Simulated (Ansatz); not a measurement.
## Counterpoise correction, worked out

The pair of HBr (SMILES Br, atoms 1–2) and SiH₄ (SMILES [SiH4], atoms 3–7), both closed shells, in one local arrangement (a lower one may exist), relaxed at PBE0-D4/def2-TZVP:

```xyz
7
angstrom
Br -0.0513 -0.4988 -2.8233
H -0.6677 0.7618 -2.6002
Si 0.1456 -0.0565 1.0821
H 1.5377 -0.1183 0.5727
H 0.1653 0.2062 2.5444
H -0.5475 -1.3417 0.8201
H -0.5820 1.0475 0.4042
```

Program: Ansatz 0.2.0. Basis: def2-TZVPPD. Cores are frozen in the correlated methods. Filled d shells of the heavier atoms are correlated. The def2 sets are not built for correlating such inner shells, so the correlated values are less sure here.

CCSD(T) total energies in eV:

| system | geometry | basis functions | energy |
| --- | --- | --- | --- |
| pair | pair | all | -77953.78749 |
| HBr | as in the pair | all (partner as ghosts) | -70023.36927 |
| SiH₄ | as in the pair | all (partner as ghosts) | -7930.38757 |
| HBr | as in the pair | its own | -70023.35383 |
| SiH₄ | as in the pair | its own | -7930.38506 |
| HBr | free (PBE0-D4 minimum) | its own | -70023.35387 |
| SiH₄ | free (PBE0-D4 minimum) | its own | -7930.38543 |

(1) Work out the interaction energy with and without the counterpoise correction, the superposition error, and the binding energy from the relaxed fragments.

The T1 diagnostic stays at or below 0.011.

Results:

(1) Without correction: -77953.78749 − (-70023.35383) − (-7930.38506) = -0.04860 eV.
With correction (each fragment in the whole basis): -77953.78749 − (-70023.36927) − (-7930.38757) = -0.03065 eV = -0.71 kcal/mol.
The superposition error is the difference, 0.01795 eV, 37 % of the uncorrected value: each fragment borrows its partner's functions.
Deformation from the free shapes: 0.00004 eV for HBr and 0.00037 eV for SiH₄.
Binding energy from relaxed fragments: -0.03065 + 0.00004 + 0.00037 = -0.03024 eV = -0.70 kcal/mol (electronic, without zero-point energy; negative means bound). For comparison, the corrected interaction energy by CCSD(T) at an estimated basis limit (MP2 extrapolated from triple and quadruple zeta, plus CCSD(T) − MP2 in triple zeta) is -0.044 eV; triple zeta with the correction binds less.

For scale, one of the runs: CCSD(T)/def2-TZVPPD, 190 basis functions, launched by `ansatz run in.yaml --threads 2 --pin off --events-out ev --progress --plain --max-ram 5222MiB`. Hardware: 2 CPU threads of an Arm Neoverse V1, shared host. Wall time 57 s; peak host memory 1.9 GiB.
